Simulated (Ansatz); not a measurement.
Stepwise reaction of `C=[CH][In]([Cl])[Cl]` with hydrogen, as a gas-phase model of exchange steps in deposition or etching. ΔE in kJ/mol.

Isolated molecules relaxed with PBE0-D4/def2-TZVP in Ansatz; ΔE leaves out vibrations. CBS: MP2 limit from def2 TZ/QZ plus the TZ coupled-cluster correction, frozen cores. This one scheme is used for every species. DFT in def2-TZVPP. B3LYP here is the variant with VWN-RPA as its local correlation; programs differ in this. Elements past krypton have def2 core potentials. For In outer-core shells are correlated without core-valence functions, which leaves a few kJ/mol of doubt a bond. Each species was taken in one conformer, which may not be the lowest.

| step | reaction | PBE-D4 | B3LYP-D4 | ωB97M-V | CCSD(T)/CBS |
| --- | --- | --- | --- | --- | --- |
| 1 | `C=[CH][In]([Cl])[Cl]` + H₂ → `C=[CH][InH][Cl]` + HCl | 94.6 | 97.0 | 94.0 | 98.6 |
| 2 | `C=[CH][InH][Cl]` + H₂ → `C=[CH][InH2]` + HCl | 118.7 | 121.0 | 117.2 | 124.0 |

(1) By hand: ΔE of the 2 steps together at CCSD(T)/CBS.

Answers

(1) (98.6) + (124.0) = 222.6 kJ/mol, or 111.3 kJ/mol a step.

In ΔE each step is higher than the one before. All are uphill at CCSD(T)/CBS. PBE-D4 differs from CCSD(T)/CBS by -5.3 to -4.0 kJ/mol a step. Isolated molecules leave out the surface, adducts and barriers. Largest T1 diagnostic: 0.013.
